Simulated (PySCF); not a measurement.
Input file for PySCF: R-M06-2X/def2-TZVPP on CH3FSi (SMILES C[Si]F), a point of a torsion scan.

```python
from pyscf import gto, dft

mol = gto.M(
    atom='''
    C    -0.55876970   -0.03829244   -0.00774332
    Si    1.17271814   -0.84887835   -0.03976063
    F     0.69144392   -2.32802210   -0.59478041
    H    -0.81912699    0.28507448    0.99974248
    H    -1.34184114   -0.71461900   -0.35397921
    H    -0.58483717    0.85162942   -0.63593524
    ''',
    basis='def2-tzvpp',
    charge=0, spin=0, verbose=4, max_memory=1800)
mf = dft.RKS(mol, xc='m062x').density_fit(auxbasis='def2-universal-jkfit')
mf.grids.level = 4
mf.conv_tol = 1e-9
mf.max_cycle = 150
mf.kernel()
mf.dip_moment()
```

It printed:

```
PySCF version 2.14.0

[INPUT] verbose = 4
[INPUT] num. atoms = 6
[INPUT] num. electrons = 32
[INPUT] charge = 0
[INPUT] spin (= nelec alpha-beta = 2S) = 0
[INPUT] symmetry False subgroup None
[INPUT] Mole.unit = angstrom
[INPUT] Symbol           X                Y                Z      unit          X                Y                Z       unit  Magmom
[INPUT]  1 C     -0.558769700000  -0.038292440000  -0.007743320000 AA   -1.055921699705  -0.072362224241  -0.014632754095 Bohr   0.0
[INPUT]  2 Si     1.172718140000  -0.848878350000  -0.039760630000 AA    2.216116105909  -1.604147594573  -0.075136701240 Bohr   0.0
[INPUT]  3 F      0.691443920000  -2.328022100000  -0.594780410000 AA    1.306639639296  -4.399324180935  -1.123972079157 Bohr   0.0
[INPUT]  4 H     -0.819126990000   0.285074480000   0.999742480000 AA   -1.547925672339   0.538712692303   1.889239482293 Bohr   0.0
[INPUT]  5 H     -1.341841140000  -0.714619000000  -0.353979210000 AA   -2.535712257274  -1.350434193411  -0.668923760690 Bohr   0.0
[INPUT]  6 H     -0.584837170000   0.851629420000  -0.635935240000 AA   -1.105182078766   1.609346363422  -1.201743436560 Bohr   0.0

nuclear repulsion = 97.3656090986847
number of shells = 54
number of NR pGTOs = 203
number of NR cGTOs = 146
basis = def2-tzvpp
ecp = {}


******** <class 'pyscf.df.df_jk.DFRKS'> ********
method = DFRKS
initial guess = minao
damping factor = 0
level_shift factor = 0
DIIS = <class 'pyscf.scf.diis.CDIIS'>
diis_start_cycle = 1
diis_space = 8
diis_damp = 0
SCF conv_tol = 1e-09
SCF conv_tol_grad = None
SCF max_cycles = 150
direct_scf = False
XC library pyscf.dft.libxc version 7.1.2
    S. Lehtola, C. Steigemann, M. J. T. Oliveira, and M. A. L. Marques,  SoftwareX 7, 1–5 (2018)
XC functionals = m062x
    Y. Zhao and D. G. Truhlar,  Theor. Chem. Acc. 120, 215 (2008)
    Y. Zhao and D. G. Truhlar,  Theor. Chem. Acc. 120, 215 (2008)
radial grids:
    Treutler-Ahlrichs [JCP 102, 346 (1995); DOI:10.1063/1.469408] (M4) radial grids

becke partition: Becke, JCP 88, 2547 (1988); DOI:10.1063/1.454033
pruning grids: <function nwchem_prune>
grids dens level: 4
symmetrized grids: False
atomic radii adjust function: <function treutler_atomic_radii_adjust>
small_rho_cutoff = 0
Set gradient conv threshold to 3.16228e-05
Initial guess from minao.
tot grids = 133488
******** <class 'pyscf.df.df.DF'> ********
auxbasis = def2-universal-jkfit
init E= -429.224116630662
  HOMO = -0.239755391572587  LUMO = -0.0860322748720321  gap/eV = 4.18302
cycle= 1 E= -429.200389856331  delta_E= 0.0237  |g|= 0.553  |ddm|=  1.8
  HOMO = -0.272958065394469  LUMO = -0.0588145372970743  gap/eV = 5.82714
cycle= 2 E= -429.179146826194  delta_E= 0.0212  |g|= 0.724  |ddm|= 0.68
  HOMO = -0.286204981785588  LUMO = -0.0530167166633433  gap/eV = 6.34538
cycle= 3 E= -429.259453608301  delta_E= -0.0803  |g|= 0.0526  |ddm|= 0.321
  HOMO = -0.287722351564078  LUMO = -0.0495691815619637  gap/eV = 6.48048
cycle= 4 E= -429.259911519777  delta_E= -0.000458  |g|= 0.0267  |ddm|= 0.0476
  HOMO = -0.28613483842836  LUMO = -0.048614222698717  gap/eV = 6.46327
cycle= 5 E= -429.26007654596  delta_E= -0.000165  |g|= 0.00368  |ddm|= 0.0234
  HOMO = -0.286599358760604  LUMO = -0.0489858660937301  gap/eV = 6.46579
cycle= 6 E= -429.260079979767  delta_E= -3.43e-06  |g|= 0.000676  |ddm|= 0.00384
  HOMO = -0.286493042688519  LUMO = -0.0489059157636262  gap/eV = 6.46508
cycle= 7 E= -429.26008016122  delta_E= -1.81e-07  |g|= 0.000153  |ddm|= 0.00134
  HOMO = -0.286514359249409  LUMO = -0.0489265311821683  gap/eV = 6.46509
cycle= 8 E= -429.260080173238  delta_E= -1.2e-08  |g|= 3.14e-05  |ddm|= 0.0004
  HOMO = -0.286509924153236  LUMO = -0.0489213719969683  gap/eV = 6.46511
cycle= 9 E= -429.260080173849  delta_E= -6.11e-10  |g|= 6.78e-06  |ddm|= 8.63e-05
  HOMO = -0.286510341311462  LUMO = -0.0489220570866067  gap/eV = 6.46511
Extra cycle  E= -429.26008017387  delta_E= -2.15e-11  |g|= 5.12e-06  |ddm|= 1.5e-05
converged SCF energy = -429.26008017387
Dipole moment(X, Y, Z, Debye): -0.47797,  1.50936,  0.43495
```

The calculation finished and met its thresholds.

Cost: about 18 core-seconds (a rough figure).
